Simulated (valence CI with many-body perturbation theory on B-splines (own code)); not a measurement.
## In44+: magnetic and hyperfine properties of the levels

Calculated by configuration interaction combined with many-body perturbation theory (CI+MBPT): three valence electrons over a frozen Dirac-Fock core [He], radial functions for each j: 11 s, 11 p, 10 d, 8 f, 5 g, 2 h, with the one-electron correlation potential Σ1, the two-electron term Σ2, the three-electron term Σ3, Breit, model QED; selected CI, second order for the rest, scaled by the run's own slope (own B-spline code, finite nucleus).

The last digits are not significant, and no measured levels were compared; by estimate large intervals hold to a few tenths of a per cent, small ones and those within an open d or f shell to about a per cent.

A/g_I is the dipole constant over the nuclear g factor μ/I (μ in nuclear magnetons, uniformly magnetised nucleus), B/Q the quadrupole constant per barn. Both hold the static response of the core; the bare values leave it out. Large factors of s and p1/2 electrons are usually good to 5 to 10 %; those of open d and f shells near neutrality can be off by tens of per cent, and small factors of p3/2, d and f electrons come from cancelling terms and can be off by a factor of two or in sign, in half-filled shells by more. B is blank for J = 1/2, where it vanishes, and for nearly pure S terms. Energies count from the lowest level.

Levels are named by their leading jj configuration (3d3/2^4 stands for four electrons in 3d with j = 3/2), which in mixed levels can hold well under half, so a name can repeat and another be missing. Letters in brackets count levels of one name in rising energy.

```csv
Level,E (× 10³ cm⁻¹),g,A/g_I (MHz),A/g_I bare,B/Q (MHz/b),B/Q bare
(2s^2 2p1/2) J=1/2,0.00,0.646,1430000,1420000,,
(2s 2p1/2^2) J=1/2,1136.3,2.241,4190000,4130000,,
(2s^2 2p3/2) J=3/2,1888.2,1.319,227000,234000,430000,431000
(2s 2p1/2 2p3/2) J=3/2 [a],2685.2,1.668,1130000,1120000,341000,342000
(2s 2p1/2 2p3/2) J=5/2,2915.1,1.371,1290000,1280000,237000,238000
(2s 2p1/2 2p3/2) J=3/2 [b],3278.0,0.954,7320,18900,299000,300000
(2s 2p1/2 2p3/2) J=1/2,3293.6,1.189,-1280000,-1250000,,
(2p1/2^2 2p3/2) J=3/2,4514.6,1.382,196000,210000,384000,384000
(2s 2p3/2^2) J=5/2,4721.4,1.397,1080000,1080000,192000,192000
(2s 2p3/2^2) J=1/2,5251.0,1.857,4390000,4330000,,
(2s 2p3/2^2) J=3/2,5259.9,1.200,-593000,-569000,-126000,-127000
(2p1/2 2p3/2^2) J=3/2,6180.9,1.429,-22500,-5550,71000,71200
(2p1/2 2p3/2^2) J=5/2,6327.2,1.184,456000,463000,-1950,-1960
(2p1/2 2p3/2^2) J=1/2,6604.3,0.646,1430000,1410000,,
(2p3/2^3) J=3/2,8311.6,1.279,223000,234000,-453000,-454000
(2s^2 3s) J=1/2,33643,1.994,1300000,1280000,,
(2s^2 3p1/2) J=1/2,34043,0.670,415000,411000,,
(2s 2p1/2 3s) J=1/2 [a],34426,2.407,2520000,2480000,,
(2s 2p1/2 3s) J=3/2,34503,1.478,1510000,1490000,8780,8770
(2s^2 3p3/2) J=3/2,34663,1.436,908000,899000,20900,20900
(2s 2p1/2 3s) J=1/2 [b],34699,0.744,2170000,2150000,,
(2s 2p1/2 3p1/2) J=1/2 [a],34765,0.257,-280000,-272000,,
(2s 2p1/2 3p1/2) J=3/2,34873,0.991,1260000,1240000,-30800,-30700
(2s^2 3d3/2) J=3/2,34951,0.948,838000,828000,-35300,-35300
(2s^2 3d5/2) J=5/2,35077,1.195,27000,26900,33800,34200
(2s 2p1/2 3p1/2) J=1/2 [b],35096,2.035,4380000,4320000,,
(2s 2p1/2 3p3/2) J=3/2 [a],35385,1.411,246000,246000,117000,118000
(2s 2p1/2 3p3/2) J=1/2,35496,1.310,-1440000,-1420000,,
(2s 2p1/2 3p3/2) J=5/2,35534,1.348,1180000,1160000,29800,29800
(2s 2p1/2 3p3/2) J=3/2 [b],35559,1.244,647000,642000,94900,95100
(2s 2p1/2 3d3/2) J=3/2 [a],35620,0.548,-397000,-390000,32500,32800
(2s 2p1/2 3d3/2) J=5/2,35756,1.048,940000,929000,-38900,-38700
(2s 2p1/2 3d3/2) J=1/2,35854,0.401,-1710000,-1680000,,
(2s 2p1/2 3d5/2) J=5/2 [a],35855,1.346,503000,496000,21200,21500
(2s 2p1/2 3d3/2) J=3/2 [b],35867,1.253,983000,969000,58500,58600
(2p1/2^2 3s) J=1/2,35952,1.977,886000,877000,,
(2s 2p1/2 3d5/2) J=7/2,35980,1.249,835000,825000,-71800,-71600
(2s 2p1/2 3d5/2) J=3/2,36062,1.042,-869000,-858000,5440,5650
(2s 2p1/2 3d5/2) J=5/2 [b],36063,1.041,107000,107000,96100,96600
(2p1/2^2 3p1/2) J=1/2,36234,0.645,272000,271000,,
```

Take the isotope of mass number 113, with I = 9/2, μ = 5.5208 μN and Q = 0.761 b. What is the hyperfine structure of (2s 2p1/2 2p3/2) J=5/2?

From the table A = 1580000 MHz, B = 181000 MHz. Shifts from the centre of gravity in MHz: F = 2: -2.16e+07, F = 3: -1.70e+07, F = 4: -1.07e+07, F = 5: -2820000, F = 6: 6680000, F = 7: 1.78e+07.
